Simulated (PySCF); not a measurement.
## Broadened absorption spectrum of C2H10O2SSi2

Compound: C2H10O2SSi2.
InChI=1S/C2H10O2SSi2/c1-3-7-4-2-6-5/h5H,2,6-7H2,1H3

Theory: PySCF, TDDFT PBE0/def2-SVPD, vertical, gas phase, core orbitals frozen in the response. Geometry: GFN2-xTB, one conformer, isolated molecule.

Computed states:

```json
{"state": "S1", "E (eV)": "5.84", "f": "0.013"}
{"state": "S2", "E (eV)": "6.17", "f": "0.0080"}
{"state": "S3", "E (eV)": "6.43", "f": "0.017"}
{"state": "S4", "E (eV)": "6.53", "f": "0.0070"}
{"state": "S5", "E (eV)": "6.82", "f": "0.0083"}
{"state": "S6", "E (eV)": "6.91", "f": "0.0043"}
{"state": "S7", "E (eV)": "7.07", "f": "0.0027"}
{"state": "S8", "E (eV)": "7.10", "f": "0.012"}
```

Broadening: Gaussians 0.4 eV wide at half height, area fixed by f = 4.319×10⁻⁹ ∫ε dν̃. The cross-section is σ = 3.8235×10⁻²¹ ε cm², given in Mb (10⁻¹⁸ cm²). The width is an assumption, not a result. The curve ends short of the highest state used, and states not computed would add to its high-energy end.

Problem. What does the envelope look like, and where are its maxima?

Solution. 
λ (nm), σ (Mb) and a bar:
```
    190.8       6.56 #############################
    192.2       6.71 ##############################
    193.5       6.60 ##############################
    194.8       6.29 ############################
    196.1       5.84 ##########################
    197.4       5.31 ########################
    198.7       4.79 #####################
    200.0       4.32 ###################
    201.3       3.95 ##################
    202.6       3.68 ################
    203.9       3.52 ################
    205.2       3.46 ###############
    206.5       3.49 ################
    207.8       3.55 ################
    209.1       3.62 ################
    210.5       3.65 ################
    211.8       3.60 ################
    213.1       3.45 ###############
    214.4       3.21 ##############
    215.7       2.89 #############
    217.0       2.51 ###########
    218.3       2.10 #########
    219.6       1.70 ########
    220.9       1.33 ######
    222.2       1.00 ####
    223.5       0.73 ###
    224.8       0.52 ##
    226.1       0.36 ##
    227.4       0.24 #
    228.8       0.15 #
    230.1       0.09 
    231.4       0.06 
    232.7       0.03 
    234.0       0.02 
    235.3       0.01 
    236.6       0.01
```

Maxima: 210 nm (5.89 eV), ε about 950, made up of S1 (85%) and S2 (15%); 192 nm (6.45 eV), ε about 1800, made up of S3 (64%) and S4 (24%) (ε in L mol⁻¹ cm⁻¹; maxima over ε = 5, shares over 10%).

Problem. What would ε be at 6.45 eV, the highest of these maxima, with half the width (0.2 eV)?

Solution. About 2830 L mol⁻¹ cm⁻¹ against 1750, a factor of about 1.6; a lone state at its own centre would give exactly 2.

Problem. Coming from long wavelengths, where does ε first pass 100 L mol⁻¹ cm⁻¹?

Solution. At about 226 nm (5.49 eV), 0.35 eV below S1.

Problem. On this curve, what absorbance would a 10⁻⁵ mol/L sample give at 222 nm over a 1 cm path?

Solution. 222 nm is 5.585 eV, where ε is about 270 L mol⁻¹ cm⁻¹, so A = ε c l ≈ 0.0027 (Beer–Lambert, with the gas-phase spectrum and the assumed width).
